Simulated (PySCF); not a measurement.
## C₆ coefficients of unlike pairs at BP86

Calculated with PySCF 2.14 from the dipole response of each species, C₆(A,B) = (3/π) ∫ α_A(iu) α_B(iu) du, in atomic units, from isotropic polarisabilities. For ions this is the dispersion term alone; charge-induced terms of lower order in 1/R come first.

```
species           configuration                                                                                      basis      relativity  α (bohr³)  C₆ (like pair)
  C(3+)           [He] 2s1 (2S)                                                               aug-cc-pCVQZ-DK (9s8p6d4f2g)   spin-free X2C      3.142           2.509
     O+       [He] 2s2 2p3 (4S)                                                                 aug-cc-pCVTZ-DK (7s6p4d2f)   spin-free X2C      2.687           5.335
 Sn(2+)      [Kr] 4d10 5s2 (1S)                                                                 aug-cc-pVTZ-DK3 (8s7p5d2f)   spin-free X2C      14.85           77.45
    As+  [Ar] 3d10 4s2 4p2 (3P)  aug-cc-pVTZ-PP with one added diffuse shell each of s, d, f type with ECP10MDF (7s5p5d3f)  core potential      16.98           102.2
```

Estimate C₆ for As+ with C(3+).

The integral gives 15.83. The combination rule 2 C_A C_B / (C_A α_B/α_A + C_B α_A/α_B) gives 15.79 and the geometric mean 16.01.

No spin-orbit coupling is included.

The other pairs:

| pair | C₆ |
| --- | --- |
| As+, Sn(2+) | 88.78 |
| Sn(2+), C(3+) | 13.74 |
| As+, O+ | 21.82 |
| Sn(2+), O+ | 19.28 |
| O+, C(3+) | 3.241 |
